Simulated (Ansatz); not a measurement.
Species: sum formula GaHCl$_{2}$, charge 0, multiplicity 1. 
Structure (B3LYP-D3(BJ)/def2-TZVP (Ansatz, a program for electronic structure) minimum search):
```
Ga
H 1 1.5457
Cl 1 2.1439 2 122.42
Cl 1 2.1439 2 122.42 3 -180.00
```
Charge 0, spin multiplicity 1.

Quantity: vertical triplet-singlet gap (E(triplet) - E(singlet); each state is the SCF solution reached for its spin; for the triplet T1 is 0.049), in eV. Cores are frozen in the correlated levels unless marked. UHF or UKS for open shells. Spin-orbit coupling is left out. The frozen core is the preceding noble-gas configuration, with the filled d and f shells of earlier blocks. No relativistic terms. CBS marks a two-point X^-3 extrapolation of the correlation energy; Hartree-Fock from the larger set. The program attaches cautions to a run behind CCSD/def2-SVPD: other roots. The program attaches cautions to a run behind CCSD(T)/def2-SVPD: other roots.

```
level                                 program  vertical triplet-singlet gap (eV)
------------------------------------  -------  ---------------------------------
SVWN5/def2-TZVPD                       Ansatz                               5.24
B3LYP/def2-TZVPD                       Ansatz                               5.65
wB97X-V/def2-TZVPD                     Ansatz                               6.31
B2PLYP/def2-TZVPD                      Ansatz                               6.00
MP2/CBS(def2-TZVPPD,def2-QZVPPD)       Ansatz                               6.58
CCSD/def2-SVPD                         Ansatz                               6.40
CCSD/def2-QZVPPD                       Ansatz                               6.48
CCSD(T)/def2-SVPD                      Ansatz                               6.29
CCSD(T)/def2-QZVPPD                    Ansatz                               6.34
CCSD(T)/CBS(def2-TZVPPD,def2-QZVPPD)   Ansatz                               6.38
```
